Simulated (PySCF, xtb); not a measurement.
diphosphane (H4P2), SMILES PP.

GFN2-xTB (xtb 6.7.1) at its own geometry gives an orbital gap of 4.75 eV and a dipole moment of 0.00 D.

Geometry optimised at TPSSh-D3(BJ)/def2-TZVP.

Q: What does PySCF with PBE/def2-TZVPD give? (Estimate from the structure and the level; the computed values follow.)

A: gap 4.63 eV (levels -5.86 and -1.23 eV), dipole 0.00 D.
